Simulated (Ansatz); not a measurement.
CHF2 (SMILES F[CH]F), doublet, geometry from GFN2-xTB. Base run: B3LYP/3-21G run with Ansatz (a quantum-chemistry and plane-wave program).

Here is a job for Ansatz.
Ansatz 0.2 input:
```yaml
crystal:
  periodic: [false, false, false]
  atoms:
    - {symbol: C, position_ang: [0.06401414, -0.00053804, 0.50038755]}
    - {symbol: F, position_ang: [-0.08071573, 1.09566547, -0.23113025]}
    - {symbol: F, position_ang: [-0.06029074, -1.09592016, -0.23609971]}
    - {symbol: H, position_ang: [0.88497342, 0.00552047, 1.20274435]}
basis:
  gaussian:
    orbitals: 3-21G.json
hamiltonian:
  xc: b3lyp
magnetization: {spin_polarized: true, initial_magnetization: 1}
```
The basis file holds 3-21G in the JSON format of the Basis Set Exchange.

The base run was repeated with changes; each row names its change, and settings that it needs were set with it.

```json
[
 {"change": "base", "ΔE vs base (eV)": "0.00"},
 {"change": "occupation = up:A':8 A'':5 down:A':7 A'':5", "ΔE vs base (eV)": "0.00"},
 {"change": "symmetry_tolerance_ang = 0.01", "ΔE vs base (eV)": "0.00"},
 {"change": "occupation = up:A':7 A'':6 down:A':7 A'':5", "ΔE vs base (eV)": "8.14"},
 {"change": "occupation = up:A':9 A'':4 down:A':7 A'':5", "ΔE vs base (eV)": "13.54"}
]
```
